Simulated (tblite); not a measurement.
C6H7O2 (doublet state).
Structure used (GFN2-xTB), in Å, numbered top down from 1:
```
atom  x, y, z in Å
C1    -2.5805    0.1495    0.5658
O2    -1.4729   -0.7166    0.6375
C3    -0.3529   -0.2643    0.0177
C4    -0.3069    0.7220   -0.8862
O5     0.8303    1.2614   -1.3208
C6     1.9580    0.9765   -0.6028
C7     2.0546   -0.1127    0.1549
C8     0.9023   -1.0690    0.2869
H9    -3.4159   -0.3745    1.0252
H10   -2.3834    1.0836    1.1005
H11   -2.8041    0.3878   -0.4787
H12    2.7460    1.6971   -0.7548
H13    2.9697   -0.3389    0.6762
H14    0.8289   -1.4746    1.2988
H15    1.0223   -1.9195   -0.3968
```

Level: GFN2-xTB in tblite, geometry and Hessian alike; calculated harmonic values, unscaled, isolated species. This tight-binding method is rough: wavenumbers can miss measured ones by several per cent, in bad cases by 10 to 20. One conformer, not necessarily the lowest. Open shells enter through the occupations alone, without spin polarisation, and single modes of such species can be off by tens of per cent.

Harmonic wavenumbers (cm⁻¹): 97.5, 125.6, 184.4, 192.8, 311.9, 398.0, 460.5, 481.3, 516.9, 553.9, 749.7, 775.2, 845.0, 899.6, 930.2, 982.6, 1009.9, 1045.8, 1104.7, 1113.7, 1124.7, 1163.0, 1165.7, 1214.3, 1255.3, 1293.2, 1387.5, 1435.4, 1447.2, 1474.9, 1568.5, 1647.0, 2880.8, 2934.6, 2954.4, 2962.7, 3031.7, 3092.1, 3107.5.

A = 4627, B = 1621, C = 1267 MHz; mass 111.045 u (most abundant isotopes); point group C1, symmetry number 1; spin multiplicity 2.

Question: Zero-point energy?

Answer: Half the sum of the wavenumbers: 24960 cm⁻¹ = 71.36 kcal/mol.

Question: Give the ideal-gas entropy at 400 K and 1 bar in the rigid-rotor, harmonic-oscillator model (classical rotation).

Answer: Translation 41.52, rotation 28.79, vibration 25.23, spin (R ln 2) 1.38: S = 96.9 cal/(mol K).

Question: And Cp and H(400 K) − H(0)?

Answer: Cp = 38.27 cal/(mol K), of which vibrations give 30.33 (their classical limit is 39 R = 77.5); H(400 K) − H(0) = 8.88 kcal/mol without the zero-point energy, 5.70 from vibrations.

Question: Which modes carry the vibrational entropy at 400 K?

Answer: 97.5 cm⁻¹: 4.08; 125.6 cm⁻¹: 3.58; 184.4 cm⁻¹: 2.84; 192.8 cm⁻¹: 2.75; 311.9 cm⁻¹: 1.86; 398.0 cm⁻¹: 1.44 cal/(mol K); the other 33 give 8.68 together.

Question: Blend soft modes into free rotors: weight 1/[1 + (100 cm⁻¹/ν̃)⁴] for the oscillator and the rest for a rotor with moment μB/(μ + B), μ = h/(8π²ν), B = 10⁻⁴⁴ kg m². What vibrational entropy results?

Answer: 24.53 cal/(mol K) in place of 25.23, which changes −T·S at 400 K by +0.28 kcal/mol.

Hindered rotation and anharmonicity are outside this model. Other conformers, if any are populated, would add a mixing term that is left out. The structure is chiral; the term R ln 2 for an equal mix with its mirror image is left out.

Time: 0.5 s of wall time. Hardware: Arm Neoverse V1, one thread (shared host). This covers the Hessian and the dipole derivatives.
